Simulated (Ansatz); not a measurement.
Ideal-gas functions of `F[SiH]1[O][GeH2]1` at 600 K and 1 bar, from an Ansatz frequency run at PBE0-D4/def2-TZVP.

Molar mass 138.72 g/mol, point group C1 (symmetry number 1), electronic degeneracy 1, moments of inertia 49.617, 242.484, 260.554 u Å². Harmonic wavenumbers (cm⁻¹, unscaled): 164, 279, 384, 413, 452, 582, 640, 735, 838, 861, 881, 1010, 2148, 2164, 2264.

Use S(trans) = R[1.5 ln M + 2.5 ln T − 1.1517]; rotational temperatures θ = 24.2544 K / I; S(rot) = R[ln(√π/σ · √(T³/θAθBθC)) + 1.5]; for each mode x = 1.438777 ν̃/T, S = R[x/(eˣ − 1) − ln(1 − e⁻ˣ)] and H = RT x/(eˣ − 1); 1 cm⁻¹ = 0.0119627 kJ/mol; R = 8.31446 J/(mol·K).

Task: By hand: the entropy, in J/(mol·K).

Result: Translation 184.9. Rotation: θ = 0.4888, 0.1, 0.0931 K, giving 119.4. Vibration, mode by mode: 16.13, 11.81, 9.29, 8.73, 8.04, 6.19, 5.52, 4.60, 3.78, 3.62, 3.49, 2.73, 0.30, 0.29, 0.24, in all 84.8. Electronic 0.0. Sum 389.1 J/(mol·K).

Task: By hand: H − E and G − E in kJ/mol, counted from the electronic energy.

Result: Zero-point energy ½ × 13815 × 0.0119627 = 82.6; thermal vibration 28.6; translation, rotation and pV give 4 RT = 20.0. H − E = 131.2 kJ/mol, and G − E = 131.2 − 600 × 389.1/1000 = -102.3 kJ/mol.

Vibration gives 22 % of the entropy. The sum counts one conformer and one mirror image; others add a mixing term.
